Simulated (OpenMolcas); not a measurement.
## Computed transition rates of Cl3+

```json
{
  "Program": "OpenMolcas 26.06",
  "Method": "MS-CASPT2, IPEA 0.25 Eh, imaginary shift 0.1 Eh (closed shells correlated: 2s 2p)",
  "Basis": "ANO-RCC-VTZP [5s4p2d1f]",
  "Scalar Hamiltonian": "DKH2, point nucleus",
  "Active space": "4 electrons in 8 orbitals (3s 3p 4s 4p)",
  "State averaging": "2S+1 = 3 even, 3 roots; 2S+1 = 1 even, 11 roots; 2S+1 = 5 odd, 1 root; 2S+1 = 3 odd, 9 roots; 2S+1 = 1 odd, 8 roots",
  "Spin-orbit coupling": "RASSI with atomic mean-field integrals over the reference wave functions, term energies averaged over their components"
}
```

Rates come from the transition moments of the reference wave functions (E1 and E2 in the length form). At fixed line strength A goes as λ^-3 for E1 and M1 and as λ^-5 for E2, so a rate at the computed wavelength can be rescaled to the measured one. Measured vacuum wavelengths follow from level energies in Moore, Atomic Energy Levels, vol. I, NSRDS-NBS 35 (1971 reprint of NBS Circular 467, 1949). Branching counts decays inside the model space alone, at computed energies, and the table is only a selection of the E2 and M1 lines, drawn from those between levels with measured partners whose computed energy lies within a factor of 1.5 of the measured one.

```
      Upper        Lower  Type  λ computed (nm)  λ measured (nm)  A computed (s-1)  A rescaled (s-1)  Branching %
3s² 3p² ¹S₀  3s² 3p² ¹D₂    E2            559.5            532.4          2.49e+00          3.19e+00         52.8
3s² 3p² ¹S₀  3s² 3p² ³P₁    M1            317.6            311.9          2.19e+00                           46.6
3s² 3p² ¹D₂  3s² 3p² ³P₂    M1            779.5            804.8          1.68e-01                           71.2
3s² 3p² ¹D₂  3s² 3p² ³P₁    M1            734.6            753.3          6.70e-02                           28.4
3s² 3p² ¹S₀  3s² 3p² ³P₂    E2            325.7            320.4          2.71e-02                            0.6
3s² 3p² ³P₂  3s² 3p² ³P₁    M1            12760            11760          6.51e-03          8.32e-03        100.0
3s² 3p² ³P₁  3s² 3p² ³P₀    M1            22430            20370          1.60e-03          2.14e-03        100.0
```

Spin-changing lines and M1 lines between different terms are not rescaled, since their strength hangs on the term gaps too.

The largest correction is for 3s² 3p² ³P₁ → 3s² 3p² ³P₀ (M1): 1.60e-03 × (22430 / 20370)^3 = 2.14e-03 s-1, a factor of 1.34.

No measured rate stands beside these. Rescaling mends the energy factor alone: line strengths can still be far off where a level mixes with configurations outside the active space, and weak or spin-changing lines hang on small mixing coefficients that depend on the term gaps too, so rescaling need not improve them.

Term energies are means over components that CASPT2 splits; among the terms shown or strongly mixed into the levels shown the widest spread is 85 cm-1 (3s² 3p² ¹D). Over all roots computed the reference weight is 0.84 to 0.99; the roots of lowest weight are the least certain, and an intruder state may touch them. Active for correlation alone: 4p 4s; no level in the range computed is led by a configuration that fills them, so any true level of that kind is missing. Computed and measured levels are paired by configuration, term and J; levels that our copy of the source lacks, or whose pairing is in doubt (as where it misses far off the trend of its configuration), stay unpaired. Levels of configurations outside the active space are missing.
